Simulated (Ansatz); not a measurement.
System: CH₃Zn, charge 1, multiplicity 1. 
Coordinates optimised at B3LYP-D3(BJ)/def2-TZVP (Ansatz, a quantum-chemistry and plane-wave program):
```xyz
5

Zn    -0.3464    -0.1992    -0.2734
C      1.0935     0.6288     0.8630
H      1.5632    -0.2249     1.3432
H      0.5446     1.2815     1.5361
H      1.7219     1.1459     0.1433
```
Charge +1, spin multiplicity 1.

Quantity: vertical triplet-singlet gap (E(triplet) - E(singlet); each state is the SCF solution reached for its spin; the molecule has degenerate orbitals, so one determinant may break the symmetry; for the singlet the Hartree-Fock reference is unstable and T1 is 0.016), in eV. Cores are frozen in the correlated levels unless marked. Open shells are spin-unrestricted. No spin-orbit coupling. Frozen are the shells of the preceding noble gas and the d and f shells that filled before the atom's block. Non-relativistic. CBS(X,Y): correlation extrapolated as X^-3; Hartree-Fock from the larger set. The bracket is a focal-point correction in the basis named.

| level | program | vertical triplet-singlet gap (eV) | minus last row |
|---|---|---|---|
| HF/def2-SVPD | Ansatz | 1.67 | -1.26 |
| HF/def2-TZVPPD | Ansatz | 1.62 | -1.31 |
| r2SCAN/def2-TZVPD | Ansatz | 2.65 | -0.28 |
| B3LYP/def2-TZVPD | Ansatz | 2.95 | 0.02 |
| CAM-B3LYP/def2-TZVPD | Ansatz | 2.81 | -0.12 |
| RI-MP2/CBS(def2-TZVPPD,def2-QZVPPD) | Ansatz | 2.99 | 0.06 |
| SCS-MP2/def2-SVPD | Ansatz | 2.82 | -0.11 |
| SCS-MP2/def2-TZVPPD | Ansatz | 2.93 | 0.00 |
| CCSD/def2-SVPD | Ansatz | 2.69 | -0.24 |
| RI-MP2/CBS(def2-TZVPPD,def2-QZVPPD)+[CCSD(T)-MP2]/def2-TZVPPD | Ansatz | 2.93 | 0.00 |
